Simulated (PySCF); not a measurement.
# How methods differ on the ionisation energy of Tl

Tl [Xe] 4f14 5d10 6s2 6p1 (2P) → Tl⁺ [Xe] 4f14 5d10 6s2 (1S), as a difference of total energies. All numbers are calculated (PySCF 2.14, a scalar-relativistic core potential, in aug-cc-pwCVTZ-PP with ECP60MDF (8s7p6d4f1g, 96 functions)). Correlated levels: valence: 5s2 5p6 5d10 frozen; valence and next inner shell: nothing frozen outside the core potential. The calculations carry no spin-orbit coupling.

| method | ionisation energy (eV) | error (eV) |
| --- | --- | --- |
| UHF | 5.014 | -0.450 |
| LDA | 5.583 | +0.119 |
| PBE | 5.427 | -0.037 |
| PBE0 | 5.443 | -0.021 |
| r2SCAN | 5.509 | +0.045 |
| HSE06 | 5.463 | -0.001 |
| revPBE | 5.367 | -0.097 |
| BHandHLYP | 5.399 | -0.065 |
| CAM-B3LYP | 5.535 | +0.071 |
| MP2 (valence) | 5.192 | -0.272 |
| SCS-MP2 (valence) | 5.174 | -0.290 |
| MP2 (valence and next inner shell) | 5.314 | -0.150 |
| SCS-MP2 (valence and next inner shell) | 5.228 | -0.236 |

Reference: 5.464 eV (measured; NIST levels, between the centres of gravity of the two terms).

Errors of the correlated levels include the incompleteness of this basis and the frozen core.
